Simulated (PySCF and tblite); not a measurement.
Results of a calculation; reference values are marked as such.
System: cyclobutanecarboxylic acid, C5H8O2, numbered as in [O:1]=[C:2]([OH:3])[CH:4]1[CH2:5][CH2:6][CH2:7]1.

For the shift of H on O3 from O3 to O1: electronic barrier 32.36 kcal/mol, zero-point change -3.07 kcal/mol, thermal and entropy terms at 400 K a further 0.04 kcal/mol (symmetry numbers apart). The minimum is C1, the saddle C1. Geometries: PBE0-D3(BJ)/def2-SVP; energies: PBE0/pcSseg-1 + D3(BJ); zero-point and thermal terms from GFN2-xTB harmonic modes (soft modes blended into free rotors). Rates follow Eyring's equation with the number of equivalent paths and no tunnelling. Programs: tblite and PySCF.

Task: How many equivalent paths lead out of the minimum?

Result: 1: the symmetry number of the minimum is 1, that of the saddle displaced along its mode 1.

Task: Work out the rate at 400 K.

Result: ΔG‡ = 29.33 kcal/mol; k_B T/h = 8.3×10¹² s⁻¹; exp(−ΔG‡/RT) = 9.4×10⁻¹⁷; times 1 gives k = 0.00078 s⁻¹.

Tunnelling of the moving H, left out here, will speed the real process. In real samples such hydrogens mostly exchange between molecules or through solvent, far faster than by this path.
